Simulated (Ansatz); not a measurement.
`C[SiH](N)BF` + `[OH][Sn][SH]` → `C[S][Sn][OH]` + `N[SiH2]BF`  (substitution at a C–Si bond)

Program: Ansatz. Geometries: PBE0-D4/def2-TZVP. ΔE: electronic, gas phase. CCSD(T)/CBS adds triple-zeta CCSD(T) − MP2 to the extrapolated MP2 energy (def2 sets, frozen cores). DFT in def2-TZVPP. B3LYP here is the variant with VWN-RPA as its local correlation; programs differ in this. Elements past krypton have def2 core potentials. For Sn outer-core shells are correlated without core-valence functions, which leaves a few kJ/mol of doubt a bond. Each species was taken in one conformer, which may not be the lowest.

```json
{"level": "B3LYP-D4", "ΔE (eV)": "0.59"}
{"level": "CCSD(T)/def2-TZVPP", "ΔE (eV)": "0.61"}
```

Q: What does CCSD(T)/CBS give? (An estimate is asked.)

A: The calculation gave: +0.61 eV. The listed levels differ from it by -0.02, 0.00 eV.

Largest T1 diagnostic among the species: 0.017.
